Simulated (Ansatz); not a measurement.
Abridged output of a molecular run in Ansatz:

```
Functional definition: HF
1702 factors; integrals over basis functions are off by at most 1.1e-3 eV
mean field evaluation 1: about -34644.7681 eV, gradient 3.8e1 eV
mean field evaluation 2: about -34645.1547 eV, gradient 3.8e1 eV
mean field evaluation 4: about -34648.6635 eV, gradient 4.5e0 eV
mean field evaluation 8: about -34648.7512 eV, gradient 3.6e-1 eV
mean field evaluation 16: about -34648.7522 eV, gradient 1.8e-6 eV
mean field -34648.75223576 eV, -1273.3181588964 hartree, gradient 1.8e-6 eV, S^2 0.000000; 0 other end points of the search recorded, 0 dependent functions left out
18 core orbitals not correlated: weight in the atoms' cores, before any rotation towards them, 1.000 or more for the frozen orbitals, at most 0.000 for the correlated occupied ones
reference -34648.75223576 eV, -1273.3181588964 hartree; 17, 17 occupied and 254, 254 virtual orbitals, 1702 factors
second order -25.33557182 eV of doubles, -0.00000000 eV of singles
cycle   1  -26.20937492 eV  change   -8.7e-1 eV  update   1.2e-1
cycle   2  -26.86293890 eV  change   -6.5e-1 eV  update   3.4e-2
cycle   3  -27.00629517 eV  change   -1.4e-1 eV  update   1.8e-2
cycle   4  -26.99174428 eV  change    1.5e-2 eV  update   4.9e-3
cycle   5  -26.98926256 eV  change    2.5e-3 eV  update   2.3e-3
cycle   6  -26.98995267 eV  change   -6.9e-4 eV  update   7.6e-4
cycle   7  -26.98965734 eV  change    3.0e-4 eV  update   2.7e-4
cycle   8  -26.98971588 eV  change   -5.9e-5 eV  update   8.7e-5
cycle   9  -26.98977233 eV  change   -5.6e-5 eV  update   3.3e-5
cycle  10  -26.98975826 eV  change    1.4e-5 eV  update   1.3e-5
perturbative correction -1.19147514 eV, -0.0437859038 hartree
Total energy: -34676.93346916 eV, -1274.3538001219 hartree
```

Its atoms:

Cartesian coordinates in Å:
```
B -0.441 -2.163 -0.158
O -1.078 -0.975 -0.136
Si -0.777 0.629 -0.229
B 0.361 1.661 0.934
S 1.382 1.021 -0.788
Cl -1.994 1.362 -1.682
H -1.077 -3.148 0.078
H 0.734 -2.209 -0.410
H 0.839 1.158 1.905
H 0.273 2.847 0.820
H 1.776 -0.183 -0.333
```

Question: Which basis set was used?
A. def2-TZVPPD
B. def2-SVPD
C. cc-pV(Q+d)Z
D. def2-TZVPP

Answer: D. It gives 289 functions.

Question: Write the keys of the input that set method, charge and spin (a neutral closed shell needs none for the last two).

Answer: 
```yaml
correlation: {method: ccsd_t}
```
